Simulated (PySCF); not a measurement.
Mayer bond orders and bond lengths

Species: C4H8O3S.
Numbering: `[CH3:1]/[CH:2]=[CH:3]/[CH2:4][S:5](=[O:6])(=[O:7])[OH:8]` (hydrogens: H9, H10, H11 on C1; H12 on C2; H13 on C3; H14, H15 on C4; H16 on O8)

Geometry (GFN2-xTB, Å), atoms numbered from 1 in this order:
```
atom  x, y, z in Å
C1    -2.7696    0.2562   -0.2385
C2    -1.4510    0.0997    0.4357
C3    -0.4555   -0.6424   -0.0266
C4     0.8779   -0.7362    0.6100
S5     1.9536    0.3072   -0.4032
O6     1.6598    1.6924   -0.1941
O7     2.0003   -0.1917   -1.7368
O8     3.3862    0.0288    0.3115
H9    -2.9302    1.3035   -0.4914
H10   -3.5758   -0.0493    0.4276
H11   -2.8156   -0.3362   -1.1479
H12   -1.3339    0.6396    1.3665
H13   -0.5551   -1.1724   -0.9632
H14    0.9074   -0.3236    1.6123
H15    1.3140   -1.7281    0.5671
H16    3.7798    0.8612    0.5777
```

Bond orders from the PBE0/pcSseg-1 density (PySCF). Isolated species at its GFN2-xTB geometry (one conformer only).

Where do the orders between heavy atoms depart from those drawn in the SMILES?

The largest departure is 0.226, at S5–O6 (drawn double, 1.774).

Set the Mayer orders of the bonds beside their lengths.

```json
{"bond": "C1–C2", "drawn as": "single", "length (Å)": "1.489", "Mayer order": "1.069"}
{"bond": "C2–C3", "drawn as": "double", "length (Å)": "1.325", "Mayer order": "1.853"}
{"bond": "C3–C4", "drawn as": "single", "length (Å)": "1.481", "Mayer order": "1.048"}
{"bond": "C4–S5", "drawn as": "single", "length (Å)": "1.809", "Mayer order": "0.886"}
{"bond": "S5–O6", "drawn as": "double", "length (Å)": "1.431", "Mayer order": "1.774"}
{"bond": "S5–O7", "drawn as": "double", "length (Å)": "1.425", "Mayer order": "1.810"}
{"bond": "S5–O8", "drawn as": "single", "length (Å)": "1.625", "Mayer order": "0.929"}
{"bond": "C1–H9", "drawn as": "single", "length (Å)": "1.089", "Mayer order": "0.947"}
{"bond": "C1–H10", "drawn as": "single", "length (Å)": "1.090", "Mayer order": "0.949"}
{"bond": "C1–H11", "drawn as": "single", "length (Å)": "1.086", "Mayer order": "0.968"}
{"bond": "C2–H12", "drawn as": "single", "length (Å)": "1.082", "Mayer order": "0.957"}
{"bond": "C3–H13", "drawn as": "single", "length (Å)": "1.081", "Mayer order": "0.949"}
{"bond": "C4–H14", "drawn as": "single", "length (Å)": "1.084", "Mayer order": "0.925"}
{"bond": "C4–H15", "drawn as": "single", "length (Å)": "1.084", "Mayer order": "0.916"}
{"bond": "O8–H16", "drawn as": "single", "length (Å)": "0.958", "Mayer order": "0.924"}
```

Bonds between the same two heavy elements. C–C: lowest C3–C4 (1.048, 1.481 Å), highest C2–C3 (1.853, 1.325 Å); in 1 of the 3 pairs the longer bond (by over 0.003 Å) has the higher order (by 0.02 or more). O–S: lowest S5–O8 (0.929, 1.625 Å), highest S5–O7 (1.810, 1.425 Å).

Sum the orders of all bonds at each heavy atom with more than one neighbour and set the sums beside the valence in the SMILES.

C1 3.933 (drawn 4), C2 3.879 (drawn 4), C3 3.850 (drawn 4), C4 3.775 (drawn 4), S5 5.399 (drawn 6), O8 1.853 (drawn 2). Orders between atoms that aren't bonded are not in these sums.

Mayer orders depend on the basis set.
